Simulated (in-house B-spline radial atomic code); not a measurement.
Atomic self-consistent-field run: the thulium ion Tm⁶⁺ (an excited or competing configuration). Method: scalar-relativistic (X2C) LDA VWN5, spin-polarised, spherical fractional occupations, Fermi nucleus of rms radius 5.2256 fm. Calculated with an all-electron radial atomic-structure program (B-spline basis).

Command:
```bash
python run_scf.py task.json out
```
Settings (nuclear radius in fm, mass in u):
```
Z                69
configuration    [Kr] 4d10 4f12 5s2 5p3
hamiltonian      x2c
method           lda,vwn
spin_polarised   True
nucleus          fermi
rms_radius       5.2256
atomic_mass      168.93422
speed_of_light   137.035999084
```

Output (hartree, bohr):
```
 radial grid: 67 intervals, B-splines of order 8, outer radius 21.6418 bohr

 iter        energy (Eh)    residual
    1      -13491.352659    9.41e-01
    2      -13502.553691    1.63e+00
    3      -13546.801077    2.99e-01
    4      -13547.761208    1.03e-01
    5      -13547.901089    4.48e-02
    6      -13547.916782    1.97e-02
    7      -13547.926412    3.19e-03
    8      -13547.926564    1.29e-04
    9      -13547.926564    2.02e-06
   10      -13547.926564    1.85e-07

 total energy                    -13547.92656
 kinetic                           15004.2752
 electron-nucleus                 -33407.8393
 Hartree                            5133.3169
 exchange-correlation               -277.6794

 orbital      occ     eigenvalue          <r>       <r^2>       <1/r>       r_max
 1s up      1.000     -2173.3242    0.0192686 0.000517001     85.6618     0.01172
 1s down    1.000     -2173.3129    0.0192686 0.000516999      85.662     0.01172
 2s up      1.000      -369.3374    0.0842077  0.00844163     19.8901     0.07181
 2s down    1.000      -369.3294    0.0842068  0.00844143     19.8902     0.07181
 2p up      3.000      -327.5011    0.0749348  0.00687333     17.1533     0.05803
 2p down    3.000      -327.4906    0.0749345  0.00687325     17.1533     0.05803
 3s up      1.000       -85.4509     0.220794   0.0558568     7.15495      0.2036
 3s down    1.000       -85.4088     0.220746   0.0558315     7.15684      0.2036
 3p up      3.000       -72.7128      0.21984   0.0561259     6.41601      0.2001
 3p down    3.000       -72.6701     0.219781   0.0560951     6.41782      0.2001
 3d up      5.000       -56.5331     0.199926   0.0469176     6.01223      0.1631
 3d down    5.000       -56.4982     0.199854    0.046881     6.01399      0.1631
 4s up      1.000       -19.3613     0.498158    0.280535     2.96613       0.465
 4s down    1.000       -19.2791     0.498087    0.280414     2.96588       0.465
 4p up      3.000       -15.1517     0.527879    0.317415     2.64944      0.4855
 4p down    3.000       -15.0691     0.527661    0.317076     2.64979      0.4856
 4d up      5.000        -9.4566     0.570985    0.378565     2.32563      0.5014
 4d down    5.000        -9.3710     0.570194    0.377326     2.32773      0.5014
 4f up      7.000        -3.2394      0.71575    0.644415     1.78734      0.4918
 4f down    5.000        -3.1387     0.710603    0.635074     1.79751      0.4911
 5s up      1.000        -4.9332      1.16525     1.51721     1.15837       1.069
 5s down    1.000        -4.7915        1.166     1.52112     1.15966       1.066
 5p up      3.000        -3.8452      1.31392     1.93407    0.998912       1.193

 Slater integrals (Eh)
   F0(4f up,4f up)               1.290131
   F2(4f up,4f up)               0.613183
   F4(4f up,4f up)               0.384512
   F6(4f up,4f up)               0.276541
   F0(4f up,4f down)             1.294778
   F2(4f up,4f down)             0.616095
   F4(4f up,4f down)             0.386500
   F6(4f up,4f down)             0.278019
   F0(4f up,5p up)               0.818545
   F2(4f up,5p up)               0.283791
   G2(4f up,5p up)               0.140226
   G4(4f up,5p up)               0.111108
   F0(4f down,4f down)           1.299465
   F2(4f down,4f down)           0.619056
   F4(4f down,4f down)           0.388525
   F6(4f down,4f down)           0.279527
   F0(4f down,5p up)             0.819636
   F2(4f down,5p up)             0.282446
   F0(5p up,5p up)               0.684007
   F2(5p up,5p up)               0.373143
```

Run time, properties included: 0.34 s on 1 thread of Arm Neoverse N1 (shared host).

One-electron X2C: radii and densities carry no picture-change correction, so inner-shell <1/r> comes out high (for 1s by about 2 % at Z = 33, 5 % at 54, 10 % at 75, 30 % at 118) and <r> low.
